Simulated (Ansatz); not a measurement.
Species: pyrazin-2-ylsilane, C₄H₆N₂Si, charge 0, multiplicity 1. SMILES: [SiH3]c1cnccn1
Geometry: optimised at B3LYP-D3(BJ)/def2-TZVP (Ansatz, an electronic-structure program).

Property: vertical triplet-singlet gap (E(triplet) - E(singlet); each state is the SCF solution reached for its spin; the UHF <S^2> is 2.11 for the triplet (pure: 2.00); for the triplet the Hartree-Fock reference is unstable and T1 is 0.020; for the singlet the Hartree-Fock reference is unstable and T1 is 0.012), in kcal/mol. Cores are frozen in the correlated levels unless marked. UHF or UKS for open shells. No spin-orbit coupling. No relativistic terms. Basis-set limits of correlation are two-point, X^-3; Hartree-Fock from the larger set. The program attaches cautions to a run behind CCSD/aug-cc-pV(D+d)Z: other roots. The program attaches cautions to a run behind CCSD(T)/aug-cc-pV(D+d)Z: other roots.

| level | program | vertical triplet-singlet gap (kcal/mol) |
|---|---|---|
| HF/aug-cc-pV(T+d)Z | Ansatz | 68.2 |
| HF/aug-cc-pV(Q+d)Z | Ansatz | 68.0 |
| SVWN5/def2-TZVPD | Ansatz | 62.1 |
| PBE/def2-TZVPD | Ansatz | 62.6 |
| r2SCAN/def2-TZVPD | Ansatz | 64.0 |
| B3LYP/def2-TZVPD | Ansatz | 71.0 |
| PBE0/def2-TZVPD | Ansatz | 70.9 |
| BHLYP/def2-TZVPD | Ansatz | 79.2 |
| CAM-B3LYP/def2-TZVPD | Ansatz | 76.5 |
| wB97M-V/def2-TZVPD | Ansatz | 81.0 |
| wB97X-V/def2-TZVPD | Ansatz | 79.9 |
| B2PLYP/def2-TZVPD | Ansatz | 78.7 |
| RI-MP2/aug-cc-pV(T+d)Z | Ansatz | 110.2 |
| RI-MP2/aug-cc-pV(Q+d)Z | Ansatz | 110.8 |
| RI-MP2/CBS(aug-cc-pV(T+d)Z,aug-cc-pV(Q+d)Z) | Ansatz | 111.4 |
| CCSD/aug-cc-pV(D+d)Z | Ansatz | 81.8 |
| CCSD(T)/aug-cc-pV(D+d)Z | Ansatz | 78.1 |
